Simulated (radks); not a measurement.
B+, configuration [He] 2s2 (the NIST ground configuration).

All-electron calculation, scalar-relativistic Kohn-Sham, PBE, spin-polarised, spherical densities, point nucleus. Program: a radial shooting solver on a logarithmic mesh with Libxc functionals.

Energy parts (eV):
| part | energy |
|---|---|
| total | -661.268 |
| kinetic | 659.493 |
| electron-nucleus | -1486.098 |
| Hartree | 261.765 |
| exchange-correlation | -96.428 |

Orbitals (lengths in bohr, moments of r in powers of bohr; <r^-3> diverges for s and p1/2; r(max) is where P^2 peaks; r(90%) holds 90 % of the orbital's charge):
| orbital | occ. | eigenvalue (eV) | r(90%) | <r^4> | <r^-3> | r(max) |
|---|---|---|---|---|---|---|
| 1s | 2 | -193.6261 | 0.592 | 0.05770 | - | 0.2104 |
| 2s | 2 | -19.5110 | 2.78 | 25.30 | - | 1.446 |

The highest occupied level is 2s at -19.511 eV. The density falls to 0.001 e/bohr^3 at r = 3.33 bohr.
